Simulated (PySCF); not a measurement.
A GIAO shielding run with PySCF 2.14 (density fitting, non-relativistic, gas phase) on SMILES C(=C)O[Si@@H](Cl)[SiH2]CCl, C3H8Cl2OSi2:

```
$ OMP_NUM_THREADS=1 python probes_run.py task.json out

{"job": {"kind": "nmr", "xc": "PBE0", "basis": "pcSseg-1"}, "charge": 0, "multiplicity": 1}
C      2.540890     0.827034     1.622841
C      2.259485     0.013129     0.622207
O      0.984093    -0.227710     0.235627
Si     0.298089    -1.163784    -0.906365
Cl     0.780141    -3.111055    -0.570593
Si    -1.927692    -0.721121    -0.503041
C     -2.251236     1.143009    -0.809391
Cl    -1.744327     1.521028    -2.479209
H      3.556267     1.008883     1.918458
H      1.760767     1.327208     2.168735
H      3.026268    -0.503432     0.058599
H      0.907194    -0.873829    -2.207066
H     -2.426808    -0.990395     0.856335
H     -2.794559    -1.450367    -1.434744
H     -3.300407     1.416028    -0.733518
H     -1.675763     1.794317    -0.155990
```

Hardware: 1 thread of an Arm Neoverse V1, shared host. The job also computes population analyses, field gradients.

(1) How large is the calculation?

(2) How long does it take, and how much memory does it need?

Results:

(1) 96 electrons, 204 basis functions and 1154 auxiliary functions.

(2) 66 s of wall time, with 14 SCF cycles and 5 response iterations; peak memory 0.93 GiB. Times on a shared host scatter by some tens of per cent.
